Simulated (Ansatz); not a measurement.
An input meant for [CuF4]- (CuF4⁻) (charge -1, singlet).

```yaml
crystal:
  periodic: [false, false, false]
  atoms:
    - {symbol: Cu, position_ang: [0.000003, 0.000000, -0.000003]}
    - {symbol: F, position_ang: [1.772376, -0.025349, 0.004542]}
    - {symbol: F, position_ang: [0.025330, 1.772362, 0.007654]}
    - {symbol: F, position_ang: [-1.772369, 0.025349, -0.004528]}
    - {symbol: F, position_ang: [-0.025330, -1.772362, -0.007665]}
basis:
  gaussian: {orbitals: cc-pVDZ}
total_charge: -1
magnetization: {spin_polarized: true, initial_magnetization: 1}
hamiltonian: {xc: {name: B3LYP}}
accuracy: high
scf: {lower_state_search: light}
```

```sh
$ ansatz run in.yaml --threads 4 --pin off --events-out ev --progress --plain --max-ram 3916MiB
```

Output, abridged:

```
Error: a molecule whose nuclei and cores have a total charge of 65 cannot have a net charge of -1 together with 1 unpaired electrons
```

(1) Something in this input is off. What?

## Answers

(1) The number of unpaired electrons doesn't fit the electron count. The program refused the input.
